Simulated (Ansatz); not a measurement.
Geometry optimisation, RKS r2SCAN-D4/def2-SVP in Ansatz 0.2.0.

The input (input.yaml):

```yaml
crystal:
  periodic: [false, false, false]
  atoms:
    - { symbol: Ge, position_ang: [-0.121496, -0.190526, -0.046653] }
    - { symbol: Cl, position_ang: [-0.276951, -0.28515, 2.152835] }
    - { symbol: H, position_ang: [1.336976, -0.008133, -0.436625] }
    - { symbol: Cl, position_ang: [-1.335287, 1.438552, -0.740879] }
    - { symbol: H, position_ang: [-0.789457, -1.477381, -0.533945] }
    - { symbol: F, position_ang: [1.290567, 2.106379, 0.98281] }
    - { symbol: H, position_ang: [0.879048, 1.979958, 1.802558] }
basis:
  gaussian: { orbitals: def2-SVP }
hamiltonian:
  xc: r2scan
  dispersion: d4
relax:
  f_tol: 0.03
  max_steps: 50
output:
  orbitals: {}
```

Command:

```bash
$ ansatz run input.yaml --threads 4 --pin off --max-ram 5120MiB --backend cpu --events-out ev --progress --plain --runs-dir out
```

Question: Where does it end, and by what steps?

Answer: The forces met the threshold. After 7 steps the energy has fallen by 0.047 eV; H7 moved furthest, 0.22 Å.

| step | energy less start (eV) | largest force component (eV/Å) | accepted |
| --- | --- | --- | --- |
| 0 | 0.0000 | 0.413 | yes |
| 1 | 0.0629 | 2.012 | no |
| 2 | -0.0262 | 0.684 | yes |
| 3 | -0.0368 | 0.293 | yes |
| 4 | -0.0414 | 0.137 | yes |
| 5 | -0.0430 | 0.252 | yes |
| 6 | -0.0460 | 0.161 | yes |
| 7 | -0.0466 | 0.006 | yes |

```xyz
7
Properties=species:S:1:pos:R:3
Ge -0.153 -0.187 -0.076
Cl -0.270 -0.129 2.106
H 1.295 0.047 -0.477
Cl -1.408 1.373 -0.841
H -0.772 -1.527 -0.472
F 1.364 2.227 1.130
H 0.927 1.761 1.810
```

Whether the end is a true minimum wasn't checked by a vibrational analysis.

The run took 20 s on 4 threads of Arm Neoverse V1 (shared host), peak memory 0.17 GiB.
